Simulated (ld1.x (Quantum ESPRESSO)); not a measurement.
**How hard is this sulfur (S) TM potential?**

- Element: S (Z = 16)
- Generator: ld1.x (Quantum ESPRESSO) 7.5
- Type: norm-conserving Troullier–Martins (Kleinman–Bylander form)
- Functional: LDA (PZ)
- Relativity: scalar-relativistic
- Frozen core: [Ne]
- Valence charge: 6
- Reference configuration: 3s2 3p3.5 (charge +0.5)
- Partial waves: 3s (bound): rc 1.40 bohr; 3d channel at 0.05 Ry: rc 1.50 bohr; 3p (bound): rc 1.55 bohr
- Local potential: the p channel
- Core correction: none

The pseudo-atom Hamiltonian at the reference potential is diagonalised in spherical Bessel functions j_l(qr) that vanish at 20 bohr, with q² up to the cutoff. All-electron valence levels (Ry): 3s -1.6357, 3p -0.8670.

How do the lowest levels (Ry) of each channel move with the cutoff, and are there ghosts?

```csv
cutoff (Ry),s #1,d #1,d #2,p #1,f #1,f #2,Σ f·Δε (mRy)
8,-1.4866,-0.0394,0.0305,-0.8432,0.0401,0.1574,381.7
12,-1.5671,-0.0426,0.0270,-0.8641,0.0401,0.1574,147.4
18,-1.6204,-0.0460,0.0237,-0.8653,0.0401,0.1574,36.7
25,-1.6298,-0.0485,0.0216,-0.8662,0.0401,0.1574,14.6
40,-1.6319,-0.0524,0.0187,-0.8670,0.0401,0.1574,7.8
50,-1.6344,-0.0533,0.0182,-0.8670,0.0401,0.1574,2.8
60,-1.6354,-0.0535,0.0180,-0.8670,0.0401,0.1574,0.8
80,-1.6356,-0.0535,0.0180,-0.8670,0.0401,0.1574,0.3
400,-1.6357,-0.0535,0.0180,-0.8670,0.0401,0.1574,0.0
```

Result: no extra level below or beside the all-electron valence levels (s, d, p, f tested); 10 mRy is reached at 40 Ry and 1 mRy at 60 Ry.

Its largest configuration-test error is +330 meV.
